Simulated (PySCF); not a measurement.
Geometry:
```tsv
atom	x (Å)	y (Å)	z (Å)
O1	-1.238	0.580	1.275
C2	-1.415	0.519	0.099
C3	-0.727	-0.492	-0.819
F4	-0.934	-0.114	-2.126
C5	0.743	-0.634	-0.532
F6	1.187	-1.885	-0.343
C7	1.593	0.387	-0.460
F8	1.220	1.643	-0.628
F9	2.884	0.298	-0.225
H10	-2.106	1.178	-0.453
H11	-1.201	-1.477	-0.694
```

Theoretical values (PySCF 2.14.0 with density-fitted response routines): geometry: GFN2-xTB, PBE0/pcSseg-1 with gauge-including orbitals, spin–spin couplings from B3LYP/pcJ-1 (spin–dipole term only in couplings to heteroatoms). No relativistic terms, no solvent, a single conformation.

Referencing at the same level of theory: 1H (σref 31.72) against TMS.

The spectrum was simulated from the full spin Hamiltonian at 500 MHz with 1.2 Hz Lorentzian lines, from shifts rounded to 0.01 ppm and J to 0.1 Hz, couplings under 1 Hz left out.

Question: List the maxima of its 1H spectrum with integrals.

Answer: 
```csv
region,integral (H),ppm,Hz,height
1,1,10.304,5152.1,89
1,,10.301,5150.4,92
1,,10.295,5147.6,95
1,,10.292,5145.9,100
1,,10.288,5144.2,100
1,,10.285,5142.4,95
1,,10.279,5139.7,92
1,,10.276,5137.9,89
2,1,5.718,2859.1,79
2,,5.708,2854.1,79
2,,5.679,2839.5,79
2,,5.669,2834.5,79
2,,5.611,2805.6,79
2,,5.601,2800.6,79
2,,5.572,2786.0,79
2,,5.562,2781.0,79
```

Question: Summarise it as multiplets with assignments.

Answer: 1H NMR (500 MHz, computed): δ 10.29 (ddd, J = 8.0, 4.5, 1.8 Hz, 1H, H10), 5.64 (ddd, J = 53.5, 19.6, 5.0 Hz, 1H, H11). These are first-order names; overlap and second-order distortion can hide them in the list.

Splittings below 1 Hz are ignored in the labels, and close J values are merged. Unscaled 3J(H,H) at this level run about 10 % above measured values. Couplings across =CH–CH2 type bonds come from one rotamer and its mirror image, and can be 1–2 Hz further off. Only one conformer was computed, so three-bond couplings in flexible chains and rings are approximate.
